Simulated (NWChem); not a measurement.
# C$_{2}$H$_{5}$FOSi; SMILES O[SiH2]C(=C)F

```xyz
10

C      0.9686     1.8071     0.4026
C      0.0684     0.9084     0.0061
F     -1.2383     1.2987    -0.1378
Si     0.3572    -0.8999    -0.4263
O     -0.3873    -1.9425     0.6373
H      0.6954     2.8393     0.6053
H      2.0056     1.5176     0.5324
H      1.8089    -1.1676    -0.3186
H     -0.1351    -1.1050    -1.8166
H     -1.3544    -1.9273     0.6547
```
Atoms are numbered in this order, from 1.

Program: NWChem. Medium grid unless said otherwise, to which SCAN and Minnesota functionals are sensitive. Geometry: optimised at B3LYP/6-31G* (spherical d). Total energies of different functionals are on different scales.

```tsv
level	energy (Ha)	highest occupied level (eV)	orbital gap (eV)	dipole (D)
PBE/def2-TZVP	-543.4805	-6.64	4.97	0.26
B3LYP/def2-TZVP	-543.9396	-7.65	6.69	0.34
CAM-B3LYP/def2-TZVP	-543.8304	-9.25	9.60	0.39
PBE0/def2-TZVP	-543.5151	(withheld)	(withheld)	0.35
r2SCAN/def2-TZVP	-543.7597	-6.88	5.43	0.28
BLYP/def2-TZVP	-543.8560	-6.49	4.95	0.26
```

Complete the blanks.


- PBE0/def2-TZVP, highest occupied level (eV): -7.88
- PBE0/def2-TZVP, orbital gap (eV): 7.15
